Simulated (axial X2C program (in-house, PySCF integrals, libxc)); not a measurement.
**Excited states of MgI⁺ by EOM-EE-CCSD**

Computed with an in-house all-electron X2C program for linear molecules (integrals from PySCF): two-component X2C with atomic mean-field Coulomb and Gaunt terms, Gaussian nuclei, basis I dyall-acv3z, Mg dyall-acv3z with contracted cores.

R = 2.467 Å (near the PBE0 minimum at charge 1 of the determinant lowest at the starting distance; the state shown can have its own minimum elsewhere).

Hartree–Fock spinors of MgI⁺ (one of each Kramers pair; a window near the gap, which can cut inner shells):

```json
{"ω": "1/2", "occupied": "yes", "ε (eV)": "-28.34", "character": "73% I s, 10% Mg p, 8% Mg d"}
{"ω": "1/2", "occupied": "yes", "ε (eV)": "-16.38", "character": "74% I p, 14% Mg s, 4% Mg p"}
{"ω": "1/2", "occupied": "yes", "ε (eV)": "-14.84", "character": "78% I p, 6% Mg d, 5% Mg p"}
{"ω": "3/2", "occupied": "yes", "ε (eV)": "-14.30", "character": "80% I p, 8% Mg d, 7% Mg p"}
{"ω": "1/2", "occupied": "no", "ε (eV)": "-6.79", "character": "48% Mg s, 34% Mg p, 11% I p"}
{"ω": "1/2", "occupied": "no", "ε (eV)": "-3.86", "character": "76% Mg p, 11% Mg d, 9% I d"}
{"ω": "3/2", "occupied": "no", "ε (eV)": "-3.84", "character": "74% Mg p, 12% Mg d, 9% I d"}
{"ω": "1/2", "occupied": "no", "ε (eV)": "-2.52", "character": "65% Mg p, 22% Mg d, 7% Mg s"}
{"ω": "1/2", "occupied": "no", "ε (eV)": "-2.29", "character": "80% Mg s, 8% Mg d, 6% Mg p"}
{"ω": "3/2", "occupied": "no", "ε (eV)": "-1.63", "character": "94% Mg p, 3% I p, 3% I d"}
```

Vertical excitation energies from the closed-shell determinant state of MgI⁺:

```tsv
Ω	excitation (eV)	cm⁻¹	hole of the leading pair	particle of the leading pair	weight of the pair (for Ω = 0 its time-reversed partner can hold as much again)	singles weight
2	2.187	17635	80% I pπ, 8% Mg dπ, 7% Mg pπ	51% Mg sσ, 22% Mg pσ, 14% I pσ	0.93	0.93
1	2.246	18114	80% I pπ, 8% Mg dπ, 7% Mg pπ	51% Mg sσ, 23% Mg pσ, 14% I pσ	0.90	0.93
0⁻	2.614	21085	66% I pπ, 12% I pσ	51% Mg sσ, 22% Mg pσ, 14% I pσ	0.47	0.94
1	2.675	21579	64% I pπ, 13% I pσ	51% Mg sσ, 23% Mg pσ, 14% I pσ	0.91	0.93
0⁺	2.768	22322	78% I pπ, 7% Mg dπ	51% Mg sσ, 22% Mg pσ, 14% I pσ	0.46	0.92
0⁻	3.742	30178	60% I pσ, 15% I pπ, 13% Mg sσ	51% Mg sσ, 20% Mg pσ, 15% I pσ	0.46	0.95
1	3.759	30316	59% I pσ, 16% I pπ, 13% Mg sσ	51% Mg sσ, 21% Mg pσ, 14% I pσ	0.91	0.94
0⁺	4.559	36774	68% I pσ, 16% Mg sσ	50% Mg sσ, 29% Mg pσ, 11% I pσ	0.40	0.91
0⁻	5.100	41136	80% I pπ, 8% Mg dπ, 7% Mg pπ	69% Mg pπ, 19% I dπ, 7% I pπ	0.41	0.93
1	5.105	41175	80% I pπ, 8% Mg dπ, 7% Mg pπ	71% Mg pπ, 17% I dπ, 7% I pπ	0.82	0.93
3	5.154	41570	80% I pπ, 8% Mg dπ, 7% Mg pπ	69% Mg pπ, 18% I dπ, 7% I pπ	0.93	0.93
```

This point took 10 s on 1 thread of Arm Neoverse V2, on a shared host.

Reference electrons by ω block (each with its −ω partner): 1/2: 21, 3/2: 9, 5/2: 2. 8 electrons of MgI⁺ correlated (inner shells frozen), 88 natural virtual spinors (a truncated set); levels can be off by some tenths of an eV. Roots sought by Ω: (0: 5, 1: 4, 2: 3, 3: 1); rows need 60 % singles weight and stop where some Ω has no more roots. Missing are any skipped roots, higher Ω and states of a further excitation; these come out far too high here and may in truth be low or lowest. T1 of the reference 0.013 (Lee–Taylor). Number of frozen shells: I 4 s, 3 p, 2 d; Mg 2 s, 1 p.
